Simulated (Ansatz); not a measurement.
CH8BNOSi can be A, `COB(N)[SiH3]`, or B, `B[SiH2]C(N)O`.

Gas-phase electronic energies from Ansatz, PBE0-D4/def2-TZVP geometries. CBS: MP2 limit from def2 TZ/QZ plus the TZ coupled-cluster correction, frozen cores. Functionals use def2-TZVPP. B3LYP here is the variant with VWN-RPA as its local correlation; programs differ in this. Each species was taken in one conformer, which may not be the lowest.

A:

Z-matrix (Å, degrees):
```
C
O 1 1.404
H 1 1.093 2 109.5
H 1 1.096 2 112.3 3 -120.5
H 1 1.093 2 109.4 3 119.0
B 2 1.366 1 123.6 3 120.0
Si 6 2.038 2 124.5 1 0.0
N 6 1.402 2 116.9 1 -180.0
H 7 1.492 6 110.0 2 180.0
H 7 1.492 6 112.6 2 60.3
H 7 1.492 6 112.6 2 -60.3
H 8 1.007 6 122.2 2 0.0
H 8 1.003 6 123.1 2 -180.0
```

B:

```xyz
13

B    -1.950   -1.145   -0.647
Si   -0.938    0.403    0.135
C     0.950    0.163   -0.017
N     1.674    1.130    0.749
O     1.278   -1.123    0.524
H    -1.410   -2.111   -1.107
H    -3.145   -1.138   -0.667
H    -1.284    0.522    1.581
H    -1.367    1.670   -0.539
H     1.235    0.160   -1.085
H     2.642    1.211    0.466
H     1.245    2.043    0.751
H     1.071   -1.784   -0.144
```

Q: Which isomer does CCSD(T)/CBS put lower? Give the gap. (Estimate.)

A: Computed: A, by 349.6 kJ/mol.

Q: Give E(B) − E(A) in kJ/mol with r2SCAN-D4, PBE0-D4, CCSD/def2-TZVPP, B3LYP-D4, MP2/def2-TZVPP, B3LYP, PBE-D4. (Best estimate.)

A: Computed: r2SCAN-D4 357.4, PBE0-D4 352.1, CCSD/def2-TZVPP 351.9, B3LYP-D4 357.1, MP2/def2-TZVPP 357.9, B3LYP 358.0, PBE-D4 349.3. None reverses the order clearly.

Largest T1 diagnostic: 0.013.
